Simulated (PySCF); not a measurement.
Si(H)2(Br)(vinyl) (C2H5BrSi), SMILES C=C[SiH2]Br.

Geometry: B3LYP-D3(BJ)/def2-SVP. One conformer was computed; it need not be the lowest.

These are PySCF with CAM-B3LYP/def2-TZVP values and carry that method's errors.

Problem. Estimate the frontier levels, gap, dipole moment and polarisability. (The exact figures need the calculation; the answer reports its results.)

Solution. 
| Property | Value |
|---|---|
| highest occupied level | -9.46 eV |
| lowest empty level | 0.07 eV |
| orbital gap | 9.53 eV |
| dipole moment | 2.14 D |
| quadrupole, principal values (traceless, Buckingham form, about the centre of nuclear charge) | -3.40, 0.34, 3.06 D·Å |
| mean static polarisability | 69.2 bohr³ (10.25 Å³) |
| polarisability, principal values | 57.5, 59.9, 90.1 bohr³ |
